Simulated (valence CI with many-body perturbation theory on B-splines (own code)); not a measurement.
## Sn XLVI in brief

Calculated by relativistic CI+MBPT: three valence electrons over a frozen Dirac-Fock core [He], radial functions for each j: 9 s, 9 p, 8 d, 6 f, 3 g, 1 h, with the one-electron correlation potential Σ1 (screened to all orders), the two-electron term Σ2, the three-electron term Σ3, Breit, model QED; selected single and double excitations, second order for the rest, scaled by the run's own slope (own B-spline code, finite nucleus).

The last digits are not significant, and no measured levels were compared; by estimate large intervals hold to a few tenths of a per cent, small ones and those within an open d or f shell to about a per cent.

Levels are named by their leading jj configuration (3d3/2^4 stands for four electrons in 3d with j = 3/2), which in mixed levels can hold well under half, so a name can repeat and another be missing.

Rates and lifetimes use the calculated energies. Strong lines usually hold to 10 to 20 %, long lifetimes can be off by a factor of two.

Task: What is the ground level?

Result: (2s^2 2p1/2) J=1/2, composition 100 % 2s2 2p 2P°, g = 0.645.

Task: How well does LS coupling describe the low levels?

Result: Among the lowest 20 levels the leading LS term, summed over configurations, holds 76 % on average. For single configurations the figures are 74 % in LS and 95 % in jj coupling. Terms mix most in the J = 3/2 level at 4759.8 × 10³ cm⁻¹, where the leading one holds 45 %.

Task: What are the static dipole polarisabilities of the lowest levels?

Result: (2s^2 2p1/2) J=1/2 0.000958 bohr³, of which the core gives 1.28e-06.

Task: Among levels below 38749 × 10³ cm⁻¹, which E1 lines absorb most strongly from the ground level?

Result: to (2s 2p1/2 3p1/2) J=3/2 at 0.2742 nm, f = 0.534; to (2s^2 3d3/2) J=3/2 at 0.2735 nm, f = 0.254; to (2s 2p1/2 3p3/2) J=3/2 at 0.2688 nm, f = 0.196.

Task: What is the ionisation energy?

Result: 7785.7 eV; NIST lists 7790 ± 4 eV (theoretical).
